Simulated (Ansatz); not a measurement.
Two shapes of singlet BF4(-).

Shape 1:

```xyz
5

B     0.0000    0.0000    0.0000
F     0.8103    0.8103    0.8103
F     0.8103   -0.8103   -0.8103
F    -0.8103    0.8103   -0.8103
F    -0.8103   -0.8103    0.8103
```

Shape 2:

```xyz
5

B    -0.0204    0.0083   -0.0449
F     0.8525    0.7906    0.7921
F     0.8563   -0.7921   -0.8034
F    -0.7952    0.8187   -0.7633
F    -0.8248   -0.7985    0.7639
```

Basis set: def2-TZVP (spherical functions). Correlated methods keep 5 orbitals frozen. Charge -1, multiplicity 1.

Computed with Ansatz (development build ahead of 0.2.0); each method stands on the lowest determinant of its kind that the runs found.

**Question.** Which shape is lower in energy, and by how much in each method?

**Answer.**

| method | E(2) − E(1) (eV) |
| --- | --- |
| RHF | 0.107 |
| RHF-MP2 | 0.139 |

Shape 1 is lower. Caution: no diffuse functions for an anion.
